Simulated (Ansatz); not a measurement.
# Worked example: C2H8SSn + BH(OH)2 → CH6SSn + B(CH3)(OH)2

Species: C2H8SSn `C[S][SnH2][CH3]`, singlet; BH(OH)2, singlet; CH6SSn `C[S][SnH3]`, singlet; B(CH3)(OH)2 (methylboronic acid), singlet. The partners trade CH3 for H: Sn–CH3 and B–H bonds give way to Sn–H and B–CH3.

Shapes, held fixed at every level: PBE0-D4/def2-TZVP. Flexible molecules stand in one conformer, not always the lowest. Programs: Ansatz 0.2.0. The zero-point and thermal change to 298 K, harmonic and unscaled (PBE0-D4/def2-TZVP), is -4.7 kJ/mol.

At CCSD(T)/def2-TZVPP; 1 Eh = 2625.50 kJ/mol:

```
    species  energy (Eh)
    C2H8SSn  -692.277167
    BH(OH)2  -176.960034
     CH6SSn  -653.025281
B(CH3)(OH)2  -216.215235
```

**Question.** Work out ΔH(298 K) of the reaction at this level.

**Answer.** 
1. Products less reactants: (-653.025281) + (-216.215235) − [(-692.277167) + (-176.960034)] = -0.003315 Eh = -8.7 kJ/mol.
2. With the thermal change: -8.7 + (-4.7) = -13.4 kJ/mol.

Other levels give -32.5 (HF/def2-SVP) to -7.7 kJ/mol (MP2/def2-TZVPP). No measured value is set beside it here. For atoms past krypton def2 sets carry core potentials with scalar relativity. Correlated rows may include outer-core shells of Sn, which these sets cover unevenly.
